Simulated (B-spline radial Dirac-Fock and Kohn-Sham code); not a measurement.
# Run log: F

ΔSCF core binding energies without Breit or QED terms, calculated with a radial finite-basis atomic code. Keys: rel is the Hamiltonian (dirac, or spin-free x2c and nr, where L3 and M5 stand for the whole 2p and 3d shells), method is hf or an exchange,correlation pair (spin-unpolarised, also for the hole states), nuc the nuclear model, radius_factor scales its radius, rmax is the box in bohr, h the logarithmic mesh step, order the B-spline order, points the quadrature points per cell, c_factor scales the speed of light, and damp, ndamp, maxit and tol steer the iteration. The run stops when the commutator error falls below 10·tol·max(1, Z/10), or the numerical noise floor, and the energy has settled to about 1e-8 Ha; the virial ratio is −V/T.

Input (task.json):

```json
{"items": [{"Z": 9, "q": 0, "cfg": [[1, 0, 2], [2, 0, 2], [2, 1, 5]], "A": 19, "rrms": 2.8976, "do": "settings", "holes": ["K", "L3", "M5"],
  "settings": [{"rel": "dirac", "method": "hf", "nuc": "fermi", "radius_factor": 1.0, "rmax": 45.0, "h": 0.3, "order": 8, "points": 10, "c_factor": 1.0, "maxit": 55, "damp": 0.995, "ndamp": 100, "tol": 1e-08}]}]}
```

Command: `python xray2_run.py task.json out`

Ground-state iterations:

```
iter   energy (Ha)        error
   1      -98.71811320  3.63e-01
   2      -99.31965311  1.03e-01
   3      -99.32215385  1.03e-01
   4      -99.32462119  1.02e-01
   5      -99.32705554  1.01e-01
   6      -99.32945735  1.00e-01
   7      -99.33182701  9.96e-02
   8      -99.33416496  9.89e-02
   9      -99.33647160  9.82e-02
  10      -99.33874733  9.75e-02
  11      -99.34099255  9.68e-02
  12      -99.34320766  9.61e-02
  13      -99.34539304  9.54e-02
  14      -99.34754909  9.47e-02
  15      -99.34967617  9.40e-02
  23      -99.36569434  8.87e-02
  31      -99.38006330  8.36e-02
  39      -99.39294749  7.89e-02
  47      -99.40449562  7.44e-02
  55      -99.41484208  7.01e-02
```

The ground state had not converged after 55 iterations, with total energy -99.41484 Ha, virial ratio 1.96690 and highest orbital energy -15.12 eV. ΔSCF binding energies: K (1s) 708.0 eV (not all states converged, so these are not final). Holes are computed only in closed shells, and unreliable hole states are left out.

Q: One setting is unsound. Which, and why?

A: damp is so close to 1 that the orbitals hardly move in each step. With the default settings (Dirac Hartree-Fock): The ground state converged in 9 iterations, with total energy -99.50161 Ha, virial ratio 1.99814 and highest orbital energy -19.83 eV. ΔSCF binding energies: K (1s) 698.4 eV. Holes are computed only in closed shells, and unreliable hole states are left out.
